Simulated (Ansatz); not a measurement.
`[NH2][GeH2][B](O)O` and `OB(O)[O][GeH3]` differ in one atom or group.

Ansatz, PBE0-D4/def2-TZVP geometries, multiplicity 1. Each molecule was computed in one conformer, which needn't be the lowest.

Scalar relativity is left out up to krypton.

```
                               property  `[NH2][GeH2][B](O)O`
  HOMO–LUMO gap (B3LYP/def2-TZVPP) / eV                  6.25
  LUMO energy (ωB97M-V/def2-TZVPP) / eV                  1.65
     LUMO energy (PBE0/def2-TZVPP) / eV                 -0.12
     HOMO energy (PBE0/def2-TZVPP) / eV                 -6.84
HOMO–LUMO gap (ωB97M-V/def2-TZVPP) / eV                 10.75
    HOMO–LUMO gap (PBE/def2-TZVPP) / eV                  4.46
```

**Question.** What does the change do to each property? (Best estimate.)

**Answer.** The calculation gave: 
```tsv
property	`OB(O)[O][GeH3]`	shift
HOMO–LUMO gap (B3LYP/def2-TZVPP) / eV	8.40	2.15
LUMO energy (ωB97M-V/def2-TZVPP) / eV	1.76	0.11
LUMO energy (PBE0/def2-TZVPP) / eV	0.18	0.30
HOMO energy (PBE0/def2-TZVPP) / eV	-8.76	-1.92
HOMO–LUMO gap (ωB97M-V/def2-TZVPP) / eV	12.85	2.10
HOMO–LUMO gap (PBE/def2-TZVPP) / eV	6.53	2.07
```

With PBE0 the HOMO falls by 1.92 eV and the LUMO rises by 0.30 eV, so the gap widens by about 2.22 eV. PBE moves the HOMO by -1.76 eV and ωB97M-V by -2.00 eV. The zero-point energy changes by -34.2 kJ/mol with -3 modes.

B3LYP here is the variant with VWN-RPA as its local correlation; programs differ in this.
